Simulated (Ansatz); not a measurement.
`C[Se][BH][GeH3]` + `C[SeH]` → `C[Se][GeH3]` + `B[Se]C` at 400 K and 1 bar (cleavage of the Ge–B bond).

Isolated molecules relaxed with PBE0-D4/def2-TZVP in Ansatz; ΔE leaves out vibrations. CCSD(T)/CBS is the MP2 limit (def2-TZVPP, def2-QZVPP) plus CCSD(T) − MP2 in def2-TZVPP, frozen cores. For Ge, Se outer-core shells are correlated without core-valence functions, which leaves a few kJ/mol of doubt a bond. Scalar relativity is left out up to krypton. Each species was taken in one conformer, which may not be the lowest.

```tsv
species	CCSD(T)/CBS energy (Eh)	H − E (kJ/mol)	S (J/(mol·K))
`C[Se][BH][GeH3]`	-4543.88078	229.0	411.5
`C[SeH]`	-2441.15625	135.4	284.5
`C[Se][GeH3]`	-4518.49012	189.6	369.7
`B[Se]C`	-2466.56684	177.7	325.4
```

H − E and S are ideal-gas, rigid-rotor, harmonic terms from PBE0-D4/def2-TZVP, for one conformer and one mirror image of each species. 1 Eh = 2625.50 kJ/mol, R = 8.31446 J/(mol·K).

**Question.** By hand: ΔE, ΔH, ΔS and ΔG.

**Answer.** ΔE = (-4518.49012) + (-2466.56684) − (-4543.88078) − (-2441.15625) = -0.01993 Eh = -52.3 kJ/mol. Δ(H − E) = 189.6 + 177.7 − 229.0 − 135.4 = 2.9, so ΔH = -49.4 kJ/mol. ΔS = 369.7 + 325.4 − 411.5 − 284.5 = -0.9 J/(mol·K). ΔG = -49.4 − 400 × (-0.9)/1000 = -49.0 kJ/mol.

**Question.** By hand: the equilibrium constant, and the temperature at which ΔG would vanish if ΔH and ΔS stayed fixed.

**Answer.** log₁₀ K = −ΔG/(RT ln 10) = 6.4. ΔG = 0 at ΔH/ΔS = 54889 K, far beyond where these terms or the molecules hold.

The number of gas molecules stays the same, so ΔS is small and ΔH decides. A doubt of 5 kJ/mol in ΔE shifts log₁₀ K by 0.7 here. Other conformers and mirror images would add mixing entropy, several J/(mol·K) or more a flexible species. These are equilibria of isolated gas molecules and say nothing of rates. Largest T1 diagnostic: 0.013 (customary marks: 0.02 for closed shells, 0.045 for open ones).
